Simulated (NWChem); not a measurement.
A series in which one site is exchanged, each optimised at PBE0/def2-SVP with NWChem, gas phase unless a solvent is named. All stand in one matching conformer (torsions within 35°), which need not be the lowest. This build's default masses of Se (78.918 u) and Br (79.917 u) are each other's, which moves their modes by up to 0.6 %. For some, no frequency run checked for a minimum. def2 effective core potentials on I; no spin-orbit coupling.

A: C[S][Be][Br] (CH$_{3}$BeBrS; site = Br)
B: C[S][Be][F] (CH$_{3}$BeFS; site = F)
C: [Cl][Be][S]C (CH₃BeClS; site = Cl)
D: [I][Be][S]C (CH$_{3}$BeIS; site = I)

| quantity | A | B | C | D |
|---|---|---|---|---|
| dipole (D), PBE0/def2-SVP | 1.79 | 1.91 | (withheld) | 1.74 |
| vertical ionisation energy, ΔSCF, PBE/def2-SVP (eV) | 9.15 | 9.50 | (withheld) | 8.85 |
| vertical ionisation energy, ΔSCF, CAM-B3LYP/def2-SVP (eV) | 9.45 | 9.61 | (withheld) | 9.30 |
| static polarisability, CAM-B3LYP/def2-SVPD (bohr³) | 70.5 | 47.5 | (withheld) | 84.9 |
| lowest singlet excitation, CAM-B3LYP/def2-SVPD, TDA (eV) | 4.74 | 5.10 | (withheld) | 4.60 |

Task: Fill in the missing entries.

Result: 
- dipole (D), PBE0/def2-SVP, C: 1.85
- vertical ionisation energy, ΔSCF, PBE/def2-SVP (eV), C: 9.32
- vertical ionisation energy, ΔSCF, CAM-B3LYP/def2-SVP (eV), C: 9.52
- static polarisability, CAM-B3LYP/def2-SVPD (bohr³), C: 62.2
- lowest singlet excitation, CAM-B3LYP/def2-SVPD, TDA (eV), C: 4.84
